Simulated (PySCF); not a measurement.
# Bonding in `CC[NH][GeH2][GeH2][GeH3]`

C2H13Ge3N.
Atom-mapped SMILES: `[CH3:1][CH2:2][NH:3][GeH2:4][GeH2:5][GeH3:6]` (hydrogens: H7, H8, H9 on C1; H10, H11 on C2; H12 on N3; H13, H14 on Ge4; H15, H16 on Ge5; H17, H18, H19 on Ge6)

Geometry (PBE0-D3(BJ)/def2-SVP, Å), atoms numbered from 1 in this order:
```xyz
19
C2H13Ge3N angstrom
C     -2.528    0.368    1.047
C     -2.369   -0.803    0.086
N     -1.277   -1.706    0.379
Ge     0.443   -1.355   -0.161
Ge     1.536    0.554    0.899
Ge     3.875    0.719    0.276
H     -3.396    0.992    0.778
H     -2.681    0.012    2.079
H     -1.636    1.014    1.046
H     -3.313   -1.379    0.057
H     -2.231   -0.421   -0.941
H     -1.351   -2.122    1.303
H      0.374   -1.115   -1.684
H      1.261   -2.625    0.150
H      1.432    0.415    2.435
H      0.822    1.869    0.515
H      4.006    0.902   -1.249
H      4.567    1.908    0.970
H      4.616   -0.574    0.669
```

Bond orders from the PBE0/pcSseg-1 density (PySCF). Geometry: PBE0-D3(BJ)/def2-SVP, one conformer, isolated molecule. The calculation is non-relativistic, for germanium too.

(1) Where do the orders between heavy atoms depart from those drawn in the SMILES?

(2) Set the Mayer orders of the bonds beside their lengths.

Answers

(1) The largest departure is 0.135, at Ge4–Ge5 (drawn single, 0.865). Drawn single, order below 0.88: Ge4–Ge5 (0.865).

(2) 
```json
{"bond": "C1–C2", "drawn as": "single", "length (Å)": "1.524", "Mayer order": "1.045"}
{"bond": "C2–N3", "drawn as": "single", "length (Å)": "1.447", "Mayer order": "0.970"}
{"bond": "N3–Ge4", "drawn as": "single", "length (Å)": "1.837", "Mayer order": "0.914"}
{"bond": "Ge4–Ge5", "drawn as": "single", "length (Å)": "2.442", "Mayer order": "0.865"}
{"bond": "Ge5–Ge6", "drawn as": "single", "length (Å)": "2.426", "Mayer order": "0.915"}
{"bond": "C1–H7", "drawn as": "single", "length (Å)": "1.102", "Mayer order": "0.962"}
{"bond": "C1–H8", "drawn as": "single", "length (Å)": "1.102", "Mayer order": "0.965"}
{"bond": "C1–H9", "drawn as": "single", "length (Å)": "1.102", "Mayer order": "0.953"}
{"bond": "C2–H10", "drawn as": "single", "length (Å)": "1.106", "Mayer order": "0.951"}
{"bond": "C2–H11", "drawn as": "single", "length (Å)": "1.104", "Mayer order": "0.952"}
{"bond": "N3–H12", "drawn as": "single", "length (Å)": "1.016", "Mayer order": "0.925"}
{"bond": "Ge4–H13", "drawn as": "single", "length (Å)": "1.543", "Mayer order": "0.940"}
{"bond": "Ge4–H14", "drawn as": "single", "length (Å)": "1.542", "Mayer order": "0.949"}
{"bond": "Ge5–H15", "drawn as": "single", "length (Å)": "1.545", "Mayer order": "0.943"}
{"bond": "Ge5–H16", "drawn as": "single", "length (Å)": "1.545", "Mayer order": "0.942"}
{"bond": "Ge6–H17", "drawn as": "single", "length (Å)": "1.541", "Mayer order": "0.946"}
{"bond": "Ge6–H18", "drawn as": "single", "length (Å)": "1.541", "Mayer order": "0.944"}
{"bond": "Ge6–H19", "drawn as": "single", "length (Å)": "1.541", "Mayer order": "0.946"}
```

By pair of heavy elements: Ge–Ge: lowest Ge4–Ge5 (0.865, 2.442 Å), highest Ge5–Ge6 (0.915, 2.426 Å).

Q: Sum the orders of all bonds at each heavy atom with more than one neighbour and set the sums beside the valence in the SMILES.

A: C1 3.925 (drawn 4), C2 3.918 (drawn 4), N3 2.809 (drawn 3), Ge4 3.668 (drawn 4), Ge5 3.665 (drawn 4), Ge6 3.751 (drawn 4). Orders between atoms that aren't bonded are not in these sums.

The Mayer order sums products of elements of PS (density times overlap matrix) between the two atoms' basis functions, so it depends on the basis set.

These values come from a run that also computed NMR shieldings. Hardware: one thread of an Arm Neoverse V1, on a shared host. Cost: 59 s.
